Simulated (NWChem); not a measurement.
# InH$_{3}$SO$_{2}$; SMILES [OH][In]([OH])[SH]

```xyz
7

In     0.0072    -0.2538     0.0000
O      1.5980    -1.4550     0.0000
H      2.4300    -0.9679     0.0000
O     -1.7693    -1.1500     0.0000
H     -1.6737    -2.1102     0.0000
S      0.0948     2.1332     0.0000
H     -1.2547     2.2223     0.0000
```
Atoms are numbered in this order, from 1.

Program: NWChem. Medium grid unless said otherwise, to which SCAN and Minnesota functionals are sensitive. Geometry: optimised at PBE0/def2-SVP. def2 effective core potentials on In; no spin-orbit coupling.

For level SCAN/def2-SVP:

```yaml
highest occupied level (eV): -6.64
orbital gap (eV): 4.21
```

**Question.** Estimate the same quantities for level LC-wPBE (HJS exchange hole, range parameter 0.4 per bohr)/def2-SVP.

**Answer.** highest occupied level (eV): -10.40
orbital gap (eV): 10.99
